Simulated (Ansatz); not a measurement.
One change: `O/C(F)=N/[SiH3]` becomes `F/C=N/[SiH3]`.

Ansatz, PBE0-D4/def2-TZVP geometries, multiplicity 1. Each molecule was computed in one conformer, which needn't be the lowest.

| property | `O/C(F)=N/[SiH3]` |
| --- | --- |
| LUMO energy (B3LYP/def2-TZVPP) / eV | -0.08 |
| HOMO–LUMO gap (ωB97M-V/def2-TZVPP) / eV | 12.49 |
| ideal-gas entropy at 298 K and 1 bar (rigid rotor, harmonic PBE0-D4/def2-TZVP) / J/(mol·K) | 331 |
| LUMO energy (PBE/def2-TZVPP) / eV | -0.89 |
| LUMO energy (PBE0/def2-TZVPP) / eV | 0.19 |
| HOMO–LUMO gap (PBE/def2-TZVPP) / eV | 5.87 |

What does the change do to each property? (Best estimate.)

Computed: 
```json
{"property": "LUMO energy (B3LYP/def2-TZVPP) / eV", "`F/C=N/[SiH3]`": "-0.92", "shift": "-0.84"}
{"property": "HOMO–LUMO gap (ωB97M-V/def2-TZVPP) / eV", "`F/C=N/[SiH3]`": "12.22", "shift": "-0.27"}
{"property": "ideal-gas entropy at 298 K and 1 bar (rigid rotor, harmonic PBE0-D4/def2-TZVP) / J/(mol·K)", "`F/C=N/[SiH3]`": "305", "shift": "-26"}
{"property": "LUMO energy (PBE/def2-TZVPP) / eV", "`F/C=N/[SiH3]`": "-1.75", "shift": "-0.86"}
{"property": "LUMO energy (PBE0/def2-TZVPP) / eV", "`F/C=N/[SiH3]`": "-0.64", "shift": "-0.83"}
{"property": "HOMO–LUMO gap (PBE/def2-TZVPP) / eV", "`F/C=N/[SiH3]`": "5.05", "shift": "-0.82"}
```

The zero-point energy changes by -15.2 kJ/mol with -3 modes. Modes under 60 cm⁻¹, often nearly free rotors, make the harmonic entropy too high.

B3LYP here is the variant with VWN-RPA as its local correlation; programs differ in this.
